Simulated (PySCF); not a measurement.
C5H10Si.

```xyz
16

C      3.1819    -0.5186     0.4428
C      1.9769    -0.0609     0.8095
Si     0.7195     0.6527    -0.3867
C     -0.8690    -0.3326    -0.3771
C     -2.0640     0.1759    -0.0328
C     -3.3622    -0.5727     0.0042
H      3.5155    -0.4916    -0.6012
H      3.8928    -0.9402     1.1631
H      1.7046    -0.1204     1.8726
H      0.3780     2.0587    -0.0090
H      1.3511     0.6470    -1.7421
H     -0.8271    -1.3957    -0.6561
H     -2.1255     1.2362     0.2515
H     -3.8045    -0.5443     1.0156
H     -3.2364    -1.6256    -0.2902
H     -4.1034    -0.1087    -0.6702
```

Coordinates come from a B3LYP-D3(BJ)/def2-SVP optimisation. The structure was generated by enumeration; whether it is a known compound was not checked. One conformer was computed; it need not be the lowest.

Computed with PySCF with B3LYP/pcSseg-1. Non-relativistic, no solvent.

Computed absolute GIAO shielding of each atom: isotropic value and principal components (ppm):
| atom | σ(iso) | σ11 | σ22 | σ33 | span |
|---|---|---|---|---|---|
| C1 | 35.3 | -91.2 | 44.7 | 152.4 | 243.5 |
| C2 | 35.2 | -87.3 | 25.4 | 167.5 | 254.8 |
| Si3 | 374.1 | 354.7 | 364.7 | 402.8 | 48.1 |
| C4 | 46.9 | -63.1 | 52.5 | 151.1 | 214.2 |
| C5 | 21.1 | -107.0 | 26.1 | 144.1 | 251.1 |
| C6 | 152.6 | 139.0 | 139.7 | 179.0 | 40.0 |
| H7 | 25.2 | 21.7 | 24.9 | 29.1 | 7.4 |
| H8 | 25.2 | 22.0 | 24.7 | 28.9 | 6.9 |
| H9 | 25.2 | 22.5 | 25.1 | 27.9 | 5.4 |
| H10 | 27.0 | 24.4 | 26.1 | 30.5 | 6.1 |
| H11 | 27.0 | 24.4 | 25.9 | 30.8 | 6.5 |
| H12 | 25.7 | 22.9 | 25.4 | 28.7 | 5.9 |
| H13 | 24.9 | 22.4 | 23.4 | 29.0 | 6.6 |
| H14 | 29.4 | 26.1 | 27.4 | 34.5 | 8.4 |
| H15 | 29.6 | 26.5 | 29.1 | 33.2 | 6.6 |
| H16 | 29.4 | 26.1 | 27.3 | 34.6 | 8.5 |
